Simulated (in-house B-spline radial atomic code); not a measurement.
Values are calculated unless marked as measured or tabulated.
## Weak and strong correlation along the adiabatic connection

Two-electron singlets in several external potentials (atomic units), by full CI in B-splines with partial waves to l = 8 (correlation energies up to 0.6 % small). The repulsion is scaled by λ at fixed density; W(λ) is the mean repulsion less the Hartree energy, W(0) = E_x, and the area under W from 0 to 1 is E_xc.

One system gave this curve:

| λ | W (hartree) |
| --- | --- |
| 0 | -2.1482 |
| 0.02 | -2.1501 |
| 0.05 | -2.153 |
| 0.12 | -2.1595 |
| 0.25 | -2.1714 |
| 0.4 | -2.1847 |
| 0.6 | -2.2018 |
| 0.8 | -2.2182 |
| 1 | -2.2338 |
| 1.4 | -2.2633 |
| 2 | -2.3033 |
| 3 | -2.3606 |
| 4.5 | -2.4298 |
| 7 | -2.5147 |
| 10 | -2.586 |

Task: Which system is it?
A. −V exp(−r²/w²), V = 13.1, w = 2.83
B. −Z/r, Z = 2.54, wall at 1 bohr
C. −Z exp(−kr)/r, Z = 9.14, k = 3.15
D. −V exp(−r²/w²), V = 18.2, w = 11.3

Result: B. The exchange energy sets the size: −Z/r, Z = 2.54, wall at 1 bohr: E_x = -2.15, E_c = -0.0444; −Z exp(−kr)/r, Z = 9.14, k = 3.15: E_x = -5, E_c = -0.0462; −V exp(−r²/w²), V = 13.1, w = 2.83: E_x = -0.972, E_c = -0.0426; −V exp(−r²/w²), V = 18.2, w = 11.3: E_x = -0.528, E_c = -0.0386 hartree.
